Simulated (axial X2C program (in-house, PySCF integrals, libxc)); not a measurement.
# Outer orbitals of MnC at 1.753 Å, HF

All values were computed with an axial X2C code built on PySCF integrals. Spin-free means the one-electron spin-free X2C Hamiltonian; two-component (2c) means X2C with spin–orbit coupling and atomic mean-field two-electron Coulomb and Gaunt terms, so the difference of the two also holds small scalar two-electron terms. Basis: Mn dyall-cv3z [9s10p6d3f2g], C dyall-v3z [7s6p2d1f] (cores contracted in-house); Gaussian nuclei, density fitting, unrestricted open shells. Masses: Mn 54.938 u, C 12.000 u.

The distance is close to the 2c PBE0 minimum; the highest filled and lowest empty levels are listed.

Spin-free orbitals, state M_S = 3/2, Λ = 0 (beyond evenly filled blocks: σα, δ+α, δ-α) (Löwdin shares):

```csv
symmetry,occupied,ε (eV),atomic character
σβ,yes,-23.40,"70% C s, 12% Mn p, 9% Mn d"
σα,yes,-18.52,"73% Mn d, 19% C s, 3% C p"
δ+α,yes,-17.22,100% Mn d
δ-α,yes,-17.22,100% Mn d
π+α,yes,-17.02,98% Mn d
π-α,yes,-17.02,98% Mn d
σα,yes,-13.42,"43% C s, 26% Mn d, 21% Mn s"
σβ,yes,-11.74,"84% C p, 6% Mn d, 3% Mn s"
π+β,yes,-10.88,"82% C p, 11% Mn d, 6% Mn p"
π-β,yes,-10.88,"82% C p, 11% Mn d, 6% Mn p"
σα,yes,-7.42,"48% Mn s, 40% Mn p, 7% C p"
π-α,no,0.34,"88% Mn p, 11% C p"
π+α,no,0.34,"88% Mn p, 11% C p"
σβ,no,0.40,"82% Mn s, 10% Mn p, 4% Mn d"
π-β,no,1.25,97% Mn p
π+β,no,1.25,97% Mn p
```

Spinors with spin–orbit coupling (state Ω = 3/2):

```
   ω  occupied  ε (eV)             atomic character  λ mixture
-1/2       yes  -23.40   70% C s, 12% Mn p, 9% Mn d     100% σ
 1/2       yes  -18.53    74% Mn d, 19% C s, 3% C p     100% σ
-3/2       yes  -17.29                    100% Mn d     100% δ
 5/2       yes  -17.18                    100% Mn d     100% δ
-1/2       yes  -17.06                     98% Mn d     100% π
 3/2       yes  -17.00                     98% Mn d     100% π
 1/2       yes  -13.43  43% C s, 26% Mn d, 21% Mn s     100% σ
-1/2       yes  -11.74    84% C p, 6% Mn d, 3% Mn s     100% σ
 1/2       yes  -10.88   82% C p, 11% Mn d, 6% Mn p     100% π
-3/2       yes  -10.87   83% C p, 11% Mn d, 6% Mn p     100% π
 1/2       yes   -7.42   48% Mn s, 40% Mn p, 7% C p     100% σ
-1/2        no    0.33            88% Mn p, 11% C p     100% π
 3/2        no    0.34            88% Mn p, 11% C p     100% π
-1/2        no    0.40  82% Mn s, 10% Mn p, 4% Mn d     100% σ
 1/2        no    1.25                     97% Mn p     100% π
-3/2        no    1.25                     97% Mn p     100% π
```

Mulliken charges and populations of the two-component result (they depend on the basis, above all on diffuse functions):

Mn 0.66 e (s 6.78 p 12.41 d 5.14), C -0.66 e (s 3.87 p 2.78 d 0.02). ⟨Lz⟩ = 0.00 ħ and ⟨Sz⟩ = 1.50 ħ (2.88 and -1.38 on the two atoms), which add up to Ω.

The state is one determinant whose occupation by symmetry is held fixed; it was picked as the lowest of a PBE0 search that is not exhaustive. With several unpaired electrons one determinant need not be a pure state. This is the top spin component of a Σ state; components of lower Ω are not single determinants and can lie lower. The determinant is spin-polarised beyond a pure state at some levels (its spin-free form has ⟨S²⟩ too high), which makes Re and μ there less reliable.
